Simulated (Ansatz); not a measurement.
H4Se2Sn, SMILES `[SeH][SnH2][SeH]`, relaxed with RKS PBE0-D4/def2-TZVP in Ansatz 0.2.0 from a PBE-D4/def2-SVP geometry. The force threshold is 0.005 eV/Å; the program also tests the step.

Total charge 0; spin multiplicity 1. Sn takes the def2 core potential.

Start:

```xyz
7

Se    0.680    1.847    1.145
Sn   -0.560   -0.269    0.371
Se   -0.869   -0.385   -2.178
H     1.979    1.124    1.117
H     0.336   -1.637    0.930
H    -2.164   -0.192    1.002
H     0.598   -0.489   -2.388
```

(1) How much energy does the relaxation release, and in how many steps? (Estimate.)

(2) Which bonds change most? (An estimate is asked.)

(3) Give the relaxed structure. (An estimate is asked.)

## Answers

(1) Ansatz gave: 3.17 kJ/mol, in 18 steps, 3 of them rejected.

(2) The calculation gave: Se1–Sn2 from 2.572 to 2.531 Å; Sn2–Se3 from 2.570 to 2.531 Å; Sn2–H5 from 1.729 to 1.704 Å; Sn2–H6 from 1.725 to 1.701 Å.

(3) Computed: 
```xyz
7

Se    0.640    1.783    1.265
Sn   -0.565   -0.262    0.385
Se   -0.794   -0.259   -2.135
H     1.949    1.206    0.932
H     0.303   -1.650    0.861
H    -2.149   -0.188    1.000
H     0.616   -0.630   -2.309
```
